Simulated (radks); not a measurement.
Task: Rb4+, 33 electrons, occupied as [Ar] 3d10 4s2 4p3. All-electron calculation, Dirac Kohn-Sham, LDA (Slater exchange, Perdew-Wang correlation), spin-unpolarised, spherical densities, finite nucleus; open shells fill j = l - 1/2 first; Fermi nuclear charge, rms radius 4.2036 fm. Program: a radial shooting solver on a logarithmic mesh with Libxc functionals. Some entries of the table are withheld. Estimate them.

orbital,occ.,eigenvalue (eV),<1/r> (bohr^-1)
1s1/2,2,-15057.86,37.83
2s1/2,2,-2057.398,8.491
2p1/2,2,-1872.704,(1)
2p3/2,4,-1812.014,(2)
3s1/2,2,(3),2.822
3p1/2,2,-282.8601,2.714
3p3/2,4,-273.6957,2.639
3d3/2,4,-157.2298,(4)
3d5/2,6,-155.6664,(5)
4s1/2,2,-78.6014,0.9920
4p1/2,2,-61.4811,0.8887
4p3/2,1,-60.2792,0.8715

Result: 
(1) 2p1/2 <1/r> (bohr^-1): 8.469
(2) 2p3/2 <1/r> (bohr^-1): 8.157
(3) 3s1/2 eigenvalue (eV): -349.1070
(4) 3d3/2 <1/r> (bohr^-1): 2.410
(5) 3d5/2 <1/r> (bohr^-1): 2.390
